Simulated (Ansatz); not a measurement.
A structure relaxed at PBE0-D4/def2-TZVP, charge 0, multiplicity 1:

Cartesian coordinates in Å:
```
C -1.4321 -0.2989 -0.1189
C -0.3035 0.6744 -0.1069
S -0.5002 2.2646 -0.3062
Ge 1.5037 -0.0752 0.1687
H -1.2702 -1.0515 -0.8995
H -2.3900 0.1960 -0.2827
H -1.4619 -0.8485 0.8294
H 2.5292 1.0595 0.1751
H 1.8007 -1.0773 -0.9634
H 1.5244 -0.8432 1.5044
```

Q: Give its formula and SMILES.

A: C2H6GeS, `C[C](=S)[GeH3]`.

Q: Point group (tolerance 0.08 Å, 0.16 Å for H)?

A: Cs.

Q: Summarise the bond lengths by kind.

A: 1 × C–C 1.490 Å; 3 × C–H 1.090 to 1.096 Å; 1 × C–S 1.615 Å; 1 × C–Ge 1.976 Å; 3 × Ge–H 1.529 to 1.541 Å.

All numbers were calculated with Ansatz.
